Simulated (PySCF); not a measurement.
# Ionisation energy of Rh(28+) by level of theory

Rh(28+) [Ne] 3s2 3p5 (2P) → Rh(29+) [Ne] 3s2 3p4 (3P), as a difference of total energies. Calculation: PySCF 2.14, in an even-tempered Gaussian basis (18 s from 3.6 bohr⁻², ratio 2.5; 12 p from 4.7 bohr⁻², ratio 2.5; 5 d from 23 bohr⁻², ratio 2.7; 4 f from 34 bohr⁻², ratio 2.7); scalar relativity by spin-free X2C-1e. Correlated levels: outer shells: 1s2 frozen; virtual orbitals above 40 to 60 times the deepest correlated orbital energy dropped. The calculations carry no spin-orbit coupling.

```
                method  ionisation energy (eV)
                   UHF                  1617.5
    MP2 (outer shells)                  1618.5
SCS-MP2 (outer shells)                  1618.5
   CCSD (outer shells)                  1618.5
CCSD(T) (outer shells)                  1618.5
```

Spin-orbit coupling is strong in these open shells (close to jj coupling). The scalar numbers leave it out and a first-order estimate fails, so it can dominate the gap to the real levels.

Breit and QED terms and the two-electron picture change are absent.

For comparison: 1604.9 ± 1.7 eV (semi-empirical (NIST evaluation); NIST Atomic Spectra Database, ionization energies).
